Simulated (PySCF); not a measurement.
**LaP at r²SCAN0**

Level: r²SCAN0. PySCF, scalar-relativistic core potentials, basis sets La def2-TZVPP with ECP46, P def2-TZVPP.

```
state                                           : triplet, about 0.1 electrons in the 4f shell (Mulliken)
bond length                                     : 241.6 pm
harmonic wavenumber                             : 424 cm⁻¹
force constant                                  : 2.69 mdyn/Å
rotational constant Be                          : 0.1140 cm⁻¹
anharmonicity ωexe                              : 0.892 cm⁻¹
vibration–rotation constant αe                  : 0.000322 cm⁻¹
bond order (Mayer)                              : 2.49
dipole moment (positive dipole means La(−)P(+)) : -5.11 D
```

Spin–orbit coupling is left out, which matters for elements this heavy, above all for dissociation energies. With d or f electrons several states lie close, and the lowest PBE0 determinant need not be the measured ground state.
